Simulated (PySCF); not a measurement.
A structure optimised at PBE0-D3(BJ)/def2-SVP, used in a PySCF frequency run:

```
C
C 1 1.3339
F 2 1.3313 1 121.12
H 2 1.0923 3 113.80 1 180.00
C 1 1.4870 2 125.56 4 180.00
H 5 1.0986 1 109.81 2 0.00
H 5 1.1011 6 108.87 1 121.55
H 5 1.1011 6 108.87 7 116.89
Br 1 1.8893 2 117.54 4 0.00
```

Task: Write its SMILES, formula and point group.

Result: C/C(Br)=C\F, C₃H₄BrF, Cs

Task: What are its rotational constants (standard atomic weights)?

Result: 7.4270, 1.5857, 1.3175 GHz
